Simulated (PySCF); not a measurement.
CH3Li, singlet, geometry from GFN2-xTB (such geometries of metal compounds can be far from the true shape); WB97X-V/cc-pVDZ in PySCF.

PySCF was given this input:
```python
from pyscf import gto, scf, dft

mol = gto.Mole()
mol.atom = '''
    Li   -1.060160   -0.632233   -0.930435
    C     0.253885    0.151406    0.222818
    H     0.808482   -0.584316    0.813889
    H    -0.168542    0.848263    0.953692
    H     1.017232    0.724319   -0.313187
'''
mol.basis = 'cc-pvdz'
mol.charge = 0
mol.spin = 0
mol.verbose = 4
mol.build()

mf = dft.RKS(mol)
mf.xc = 'wb97x_v'
mf.kernel()
```

**Question.** Write the output that PySCF gives for this input, abridged.

**Answer.** 
```
PySCF version 2.14.0

[INPUT] verbose = 4
[INPUT] num. atoms = 5
[INPUT] num. electrons = 12
[INPUT] charge = 0
[INPUT] spin (= nelec alpha-beta = 2S) = 0
[INPUT] symmetry False subgroup None
[INPUT] Mole.unit = angstrom
[INPUT] Symbol           X                Y                Z      unit          X                Y                Z       unit  Magmom
[INPUT]  1 Li    -1.060160000000  -0.632233000000  -0.930435000000 AA   -2.003412048219  -1.194747216912  -1.758267326710 Bohr   0.0
[INPUT]  2 C      0.253885000000   0.151406000000   0.222818000000 AA    0.479773117135   0.286115873616   0.421064995623 Bohr   0.0
[INPUT]  3 H      0.808482000000  -0.584316000000   0.813889000000 AA    1.527809556641  -1.104197210201   1.538027305796 Bohr   0.0
[INPUT]  4 H     -0.168542000000   0.848263000000   0.953692000000 AA   -0.318498220486   1.602984751602   1.802216687189 Bohr   0.0
[INPUT]  5 H      1.017232000000   0.724319000000  -0.313187000000 AA    1.922289885144   1.368764536819  -0.591837655774 Bohr   0.0

nuclear repulsion = 16.4485923275641
number of shells = 19
number of NR pGTOs = 73
number of NR cGTOs = 43
basis = cc-pvdz
ecp = {}

******** <class 'pyscf.dft.rks.RKS'> ********
method = RKS
initial guess = minao
damping factor = 0
level_shift factor = 0
DIIS = <class 'pyscf.scf.diis.CDIIS'>
diis_start_cycle = 1
diis_space = 8
diis_damp = 0
SCF conv_tol = 1e-09
SCF conv_tol_grad = None
SCF max_cycles = 50
direct_scf = True
direct_scf_tol = 1e-13
XC library pyscf.dft.libxc version 7.1.2
    S. Lehtola, C. Steigemann, M. J. T. Oliveira, and M. A. L. Marques,  SoftwareX 7, 1–5 (2018)
XC functionals = wb97x_v
    N. Mardirossian and M. Head-Gordon,  Phys. Chem. Chem. Phys. 16, 9904–9924 (2014)
radial grids:
    Treutler-Ahlrichs [JCP 102, 346 (1995); DOI:10.1063/1.469408] (M4) radial grids

becke partition: Becke, JCP 88, 2547 (1988); DOI:10.1063/1.454033
pruning grids: <function nwchem_prune>
grids dens level: 3
symmetrized grids: False
atomic radii adjust function: <function treutler_atomic_radii_adjust>
** Following is NLC and NLC Grids **
NLC functional = wb97x_v
radial grids:
    Treutler-Ahlrichs [JCP 102, 346 (1995); DOI:10.1063/1.469408] (M4) radial grids

becke partition: Becke, JCP 88, 2547 (1988); DOI:10.1063/1.454033
pruning grids: <function nwchem_prune>
grids dens level: 3
symmetrized grids: False
atomic radii adjust function: <function treutler_atomic_radii_adjust>
small_rho_cutoff = 0
Set gradient conv threshold to 3.16228e-05
Initial guess from minao.
tot grids = 57264
tot grids = 57264
init E= -47.2034853501825
  HOMO = -0.297888436896815  LUMO = -0.0619098587013847  gap/eV = 6.42130
cycle= 1 E= -47.3311261706063  delta_E= -0.128  |g|= 0.366  |ddm|= 1.67
  HOMO = -0.188199329949851  LUMO = 0.00673456128701133  gap/eV = 5.30442
cycle= 2 E= -47.3477661378789  delta_E= -0.0166  |g|= 0.295  |ddm|= 0.643
  HOMO = -0.27074382133576  LUMO = 0.00234294025332815  gap/eV = 7.43107
cycle= 3 E= -47.3716955456537  delta_E= -0.0239  |g|= 0.0116  |ddm|= 0.229
  HOMO = -0.272149286477786  LUMO = 0.00407239778581969  gap/eV = 7.51637
cycle= 4 E= -47.3718314996461  delta_E= -0.000136  |g|= 0.00274  |ddm|= 0.0438
  HOMO = -0.271697471489513  LUMO = 0.00426150653916268  gap/eV = 7.50923
cycle= 5 E= -47.371845044545  delta_E= -1.35e-05  |g|= 0.0011  |ddm|= 0.00993
  HOMO = -0.271435450958284  LUMO = 0.00442578936446614  gap/eV = 7.50657
cycle= 6 E= -47.3718475685999  delta_E= -2.52e-06  |g|= 0.000383  |ddm|= 0.00441
  HOMO = -0.271346849173793  LUMO = 0.00452938649544832  gap/eV = 7.50697
cycle= 7 E= -47.3718479055904  delta_E= -3.37e-07  |g|= 8.27e-05  |ddm|= 0.00193
  HOMO = -0.271328402416899  LUMO = 0.00450615695510859  gap/eV = 7.50584
cycle= 8 E= -47.3718479215569  delta_E= -1.6e-08  |g|= 1.97e-05  |ddm|= 0.000397
  HOMO = -0.271322513238252  LUMO = 0.00450694289917619  gap/eV = 7.50570
cycle= 9 E= -47.3718479223597  delta_E= -8.03e-10  |g|= 3.69e-06  |ddm|= 0.000106
  HOMO = -0.271322379737624  LUMO = 0.00450675352758845  gap/eV = 7.50569
Extra cycle  E= -47.3718479223847  delta_E= -2.5e-11  |g|= 1.82e-06  |ddm|= 1.71e-05
converged SCF energy = -47.3718479223847
```
